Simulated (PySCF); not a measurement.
Molfile (atoms numbered from 1):
```
C4H5ClSi
     RDKit          3D

 11 11  0  0  0  0  0  0  0  0999 V2000
    1.2863   -0.0099   -0.1093 Cl  0  0  0  0  0  0  0  0  0  0  0  0
   -0.4329   -0.1384   -0.2557 C   0  0  0  0  0  0  0  0  0  0  0  0
   -1.1115   -1.3021   -0.2654 C   0  0  0  0  0  0  0  0  0  0  0  0
   -2.9126   -0.8342   -0.4515 Si  0  0  0  0  0  4  0  0  0  0  0  0
   -2.5301    1.0026   -0.4980 C   0  0  0  0  0  0  0  0  0  0  0  0
   -1.1949    1.1285   -0.3793 C   0  0  0  0  0  0  0  0  0  0  0  0
   -0.6171   -2.2702   -0.1833 H   0  0  0  0  0  0  0  0  0  0  0  0
   -3.7663   -1.2363    0.7072 H   0  0  0  0  0  0  0  0  0  0  0  0
   -3.5413   -1.3507   -1.7049 H   0  0  0  0  0  0  0  0  0  0  0  0
   -3.1898    1.8674   -0.5913 H   0  0  0  0  0  0  0  0  0  0  0  0
   -0.6495    2.0772   -0.3667 H   0  0  0  0  0  0  0  0  0  0  0  0
  1  2  1  0
  2  3  2  0
  3  4  1  0
  4  5  1  0
  5  6  2  0
  6  2  1  0
  3  7  1  0
  4  8  1  0
  4  9  1  0
  5 10  1  0
  6 11  1  0
M  END
```

Geometry: PBE0-D3(BJ)/def2-SVP; GIAO shifts from PySCF 2.14, gas phase, non-relativistic, averaged over equivalent atoms.

At BP86/pcSseg-2 (300 basis functions, 85 s wall time on 1 thread of an Arm Neoverse V1, shared host):
| atoms | δ (ppm) |
| --- | --- |
| Cl1 | 317.9 |
| C2 | 163.8 |
| C6 | 163.3 |
| C5 | 137.6 |
| C3 | 124.4 |
| Si4 | -45.7 |
| H11 | 7.18 |
| H10 | 6.47 |
| H7 | 6.00 |
| H8/H9 | 4.83 |

Chemical shifts δ = σref − σ; ³⁵Cl (σref 930.12) against HCl; ¹³C (σref 179.17), ²⁹Si (σref 322.05), ¹H (σref 31.23) against TMS, all at this level.

Q: Estimate the result of repeating the calculation with wB97X-D/pcSseg-2.

A: 
```csv
atoms,δ at wB97X-D/pcSseg-2,change
Cl1,273.6,-44.3
C2,167.2,+3.4
C6,166.4,+3.1
C5,141.4,+3.8
C3,129.4,+5.0
Si4,-42.2,+3.5
H11,7.14,-0.04
H10,6.56,+0.09
H7,6.15,+0.15
H8/H9,4.62,-0.21
```

References, each an isolated molecule treated in the same way: ³⁵Cl (σref 935.79) against HCl; ¹³C (σref 184.42) and ²⁹Si (σref 340.70) and ¹H (σref 31.36) against TMS.

The largest change is at Cl1 (chlorine bonded to C). Cost: 300 basis functions, 100 s wall time on 1 thread of an Arm Neoverse V1, shared host. The order of the carbon signals is the same at both levels.

Carbons that carry Cl, above all several Cl atoms, come out too deshielded, partly because spin–orbit coupling is missing.
